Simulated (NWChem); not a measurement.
Correlation energy of BF

```xyz
2

B      0.0000     0.0000    -0.8123
F      0.0000     0.0000     0.4513
```
Charge 0, spin multiplicity 1.

The numbers come from NWChem runs, not from measurements. The geometry was optimised at B3LYP/def2-SVP, a minimum by its harmonic frequencies.

Basis set: def2-SVP. Each correlation energy counts from its own Hartree-Fock reference.

| method | correlation energy (mHa) | difference from CCSD(T) |
|---|---|---|
| MP2 | -246.8 | +21.5 |
| SCS-MP2 | -241.2 | +27.1 |
| CCSD | -262.5 | +5.8 |
| CCSD+T(CCSD) | -269.4 | -1.0 |
| CCSD(T) | -268.3 | 0.0 |
| CR-CCSD[T] | -268.2 | +0.1 |
| CR-CCSD(T) | -267.4 | +0.9 |
| CCSDT | -268.7 | -0.4 |

The values span 28.1 mHa, from CCSD+T(CCSD) (lowest) to SCS-MP2 (highest). 

The correlated methods keep 2 core orbitals frozen. The structure started from a generated list of species. No row is a measurement; the coupled-cluster row has its own basis-set and correlation limits.
